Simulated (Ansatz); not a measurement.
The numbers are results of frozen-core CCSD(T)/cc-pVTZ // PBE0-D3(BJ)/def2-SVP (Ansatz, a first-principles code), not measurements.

Ansatz 0.2 input:
```yaml
crystal:
  periodic: [false, false, false]
  atoms:
    - { symbol: Al, position_ang: [0.088392, -0.090627, -0.090986] }
    - { symbol: C, position_ang: [1.029208, -0.529888, 1.597709] }
    - { symbol: H, position_ang: [0.359401, -0.966202, 2.358936] }
    - { symbol: H, position_ang: [1.522092, 0.346621, 2.052911] }
    - { symbol: H, position_ang: [1.823458, -1.275861, 1.41627] }
    - { symbol: C, position_ang: [1.040579, 1.062683, -1.392036] }
    - { symbol: H, position_ang: [1.840383, 0.495135, -1.900348] }
    - { symbol: H, position_ang: [1.528089, 1.93133, -0.916427] }
    - { symbol: H, position_ang: [0.377991, 1.448119, -2.186279] }
    - { symbol: C, position_ang: [-1.161428, -1.44697, -0.817533] }
    - { symbol: H, position_ang: [-1.820069, -1.878698, -0.044061] }
    - { symbol: H, position_ang: [-0.602904, -2.291582, -1.259011] }
    - { symbol: H, position_ang: [-1.807745, -1.0475, -1.618219] }
    - { symbol: C, position_ang: [-3.003111, 2.994092, 1.548154] }
    - { symbol: C, position_ang: [-2.044536, 2.038339, 1.038463] }
    - { symbol: N, position_ang: [-1.281466, 1.276788, 0.633214] }
    - { symbol: H, position_ang: [-3.179606, 2.810022, 2.61756] }
    - { symbol: H, position_ang: [-3.953075, 2.895093, 1.003728] }
    - { symbol: H, position_ang: [-2.617024, 4.015045, 1.416835] }
basis:
  gaussian: { orbitals: cc-pVTZ }
correlation:
  method: ccsd_t
```

Output:

```
Functional definition: HF
2144 factors; integrals over basis functions are off by at most 1.1e-3 eV
mean field evaluation 1: about -13402.9387 eV, gradient 5.2e1 eV
mean field evaluation 2: about -13403.2186 eV, gradient 5.3e1 eV
mean field evaluation 4: about -13410.1795 eV, gradient 8.2e0 eV
mean field evaluation 8: about -13410.3732 eV, gradient 3.8e-1 eV
mean field evaluation 16: about -13402.9387 eV, gradient 5.2e1 eV
mean field -13410.37384353 eV, -492.8221488720 hartree, gradient 2.2e-6 eV, S^2 0.000000; 0 other end points of the search recorded, 0 dependent functions left out
11 core orbitals not correlated
reference -13410.37384353 eV, -492.8221488720 hartree; 20, 20 occupied and 351, 351 virtual orbitals, 2144 factors
second order -31.29277005 eV of doubles, -0.00000000 eV of singles
cycle   1  -32.01284313 eV  change   -7.2e-1 eV  update   1.2e-1
cycle   2  -32.83566635 eV  change   -8.2e-1 eV  update   3.7e-2
cycle   3  -33.00563258 eV  change   -1.7e-1 eV  update   1.7e-2
cycle   4  -33.00397516 eV  change    1.7e-3 eV  update   4.4e-3
cycle   5  -33.00618983 eV  change   -2.2e-3 eV  update   2.1e-3
cycle   6  -33.00661714 eV  change   -4.3e-4 eV  update   5.7e-4
cycle   7  -33.00657598 eV  change    4.1e-5 eV  update   3.0e-4
cycle   8  -33.00667040 eV  change   -9.4e-5 eV  update   9.9e-5
cycle   9  -33.00667646 eV  change   -6.1e-6 eV  update   4.0e-5
perturbative correction -1.39787048 eV, -0.0513707927 hartree
Total energy: -13444.77839047 eV, -494.0864926518 hartree
```

Cost: roughly 2.1 core-hours.
